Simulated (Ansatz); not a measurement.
Be₂Cl₄⁻. Charge -1, multiplicity 2. Geometry B3LYP-D4/def2-SVPD, basis def2-TZVPD, Ansatz.

```xyz
6

Be    0.904    0.891   -1.175
Be   -0.340   -0.336    0.442
Cl    0.316   -1.205   -1.406
Cl   -1.102    1.439   -0.493
Cl   -1.349   -1.328    1.753
Cl    1.570    0.538    0.880
```

```tsv
run	HOMO (eV)	LUMO (eV)
A	-0.54	2.23
B	-0.08	2.13
C	-2.24	3.31
D	-0.77	2.60
```

B3LYP takes the VWN-RPA correlation. Another isomer (doublet) lies 0.34 eV lower at PBE0-D4/def2-TZVPD; other spin states weren't run for this one.

HOMO and LUMO are taken over both spins.

The runs used B3LYP, PBE0, r2SCAN, ωB97M-V. Estimate which is which.

A B3LYP (20 % exact exchange); B r2SCAN (0 % exact exchange); C ωB97M-V (range-separated); D PBE0 (25 % exact exchange). Exact exchange lowers occupied and raises empty levels; among semilocal functionals meta-GGAs tend to open the gap a little, and such runs are hard to tell apart. The gap grows from 2.21 eV (r2SCAN) to 5.55 eV (ωB97M-V).
